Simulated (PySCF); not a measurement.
**Lu(66+): fine-structure interval**

Lu(66+) [He] 2s2 2p1 [2p1/2^1, M_J = 1/2] → Lu(66+) [He] 2s2 2p1 [2p3/2^1, M_J = 3/2], as a difference of total energies. Calculation: PySCF 2.14, in an uncontracted even-tempered set (16 s from 51 bohr⁻², ratio 2.4; 13 p from 66 bohr⁻², ratio 2.4; 5 d from 210 bohr⁻², ratio 2.6; 4 f from 320 bohr⁻², ratio 2.6); the two-component X2C-1e Hamiltonian. Correlated levels: nothing frozen; the 28 highest virtual spinors dropped. "Screened" scales the spin-orbit matrix elements by Boettger's factors to mimic the two-electron term; Breit and QED terms are absent.

```csv
method,fine-structure interval (cm⁻¹)
GHF (screened spin-orbit),9874300
GMP2 (screened spin-orbit),9856300
GHF (bare spin-orbit),10191000
```
